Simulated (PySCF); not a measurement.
In(H)2(F)(SH2), H₄FInS, singlet (CAM-B3LYP/def2-SVP optimised geometry):

```
7

In     0.109    -1.062     0.000
H      1.817    -1.062     0.000
H     -1.152    -1.722     0.950
F     -0.586    -0.626    -1.842
S     -0.543     1.722     0.000
H     -0.760     1.119    -1.212
H     -1.817     1.538     0.406
```

Level of theory: CAM-B3LYP/def2-TZVP, def2 effective core potentials past Kr in PySCF.

**Question.** What are the frontier orbital energies and the dipole moment?

**Answer.** HOMO-2 -11.08 eV, HOMO-1 -9.90 eV, HOMO -9.81 eV, LUMO -0.13 eV, LUMO+1 0.61 eV; dipole moment 2.52 D.

On the same geometry PBE/def2-TZVP, def2 effective core potentials past Kr run with PySCF gives HOMO-2 -7.95 eV, HOMO-1 -7.21 eV, HOMO -7.06 eV, LUMO -1.64 eV, LUMO+1 -1.06 eV; dipole moment 2.35 D.
